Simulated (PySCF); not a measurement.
Compounds:

A. `CN[Si@@H](O)O[C@@H](C)C=O`
B. `InChI=1S/C3H7F3O2Si2/c4-3(5,6)9-1-2(9)10(7)8/h2,7-10H,1H2/t2-,9+/m1/s1`
C. SMILES [C@H](C)(OC=O)O[Si@@H](C)N

Spectrum 1. 13C{1H} NMR (computed): δ 212.3 (CH), 78.0 (CH), 29.2 (CH3), 19.0 (CH3).

Spectrum 2. 13C{1H} NMR (computed): δ 167.7 (CH), 90.6 (CH), 25.5 (CH3), 3.9 (CH3).

Spectrum 3. 13C{1H} NMR (computed): δ 140.8 (C), 3.5 (CH), 0.3 (CH2).

Non-relativistic, fast rotation and ring inversion assumed for equivalent nuclei, isolated molecule, one conformer. Coordinates at the GFN2-xTB level; PBE0/pcSseg-1 with gauge-including orbitals; PySCF 2.14.

Chemical shifts δ = σref − σ; 13C against TMS, all at this level. Splittings of carbon signals by F and P are missing where no couplings were computed. Shifts are as computed. Against solution values, carbons near 30 ppm lie about +3 ppm off and those near 130 ppm about +5 ppm. Of 1309 compounds with measured shifts, 239 miss one by over three times the rms of a fit or turn the order of signals round; such compounds aren't used in these exercises.

Question: Which spectrum belongs to which compound?

Answer: 1–A, 2–C, 3–B.

- Spectrum 1 (A): 4 13C signals; δC 212.3 is an aldehyde carbonyl carbon; δC 78.0 is an sp3 CH bonded to O, α to a carbonyl.
- Spectrum 2 (C): 4 13C signals; δC 167.7 is an ester carbonyl carbon; δC 90.6 is an sp3 carbon bearing two oxygens.
- Spectrum 3 (B): 3 13C signals; δC 140.8 is a CF3 carbon; δC 3.5 is a three-membered-ring carbon.
